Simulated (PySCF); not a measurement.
## Gd (gadolinium, neutral) across methods

[Xe] 4f8 6s2, high-spin 7F determinant (an excited configuration). Computed with PySCF 2.14 in ANO-R2, with the spin-free X2C one-electron Hamiltonian (Gaussian nucleus).

| method | E (hartree) | mean ε 6s α (eV) | mean ε 6s β (eV) | mean ε 4f β (eV) | Σ⟨r²⟩ (bohr²) | ⟨S²⟩ |
| --- | --- | --- | --- | --- | --- | --- |
| PBE0 | -11270.53 | -4.256 | -4.063 | -2.187 | 82.20 | 12.009 |
| LDA | -11262.51 | -3.906 | -3.691 | -0.082 | 80.32 | 12.008 |
| UHF | -11266.68805 | -5.054 | -4.887 | -7.559 | 85.92 | 12.013 |
| r2SCAN | -11270.89 | -3.889 | -3.600 | -0.163 | 83.02 | 12.014 |
| PBE | -11270.63 | -3.756 | -3.542 | -0.193 | 81.38 | 12.008 |

Spin-orbit coupling, absent here, splits the open shell strongly.
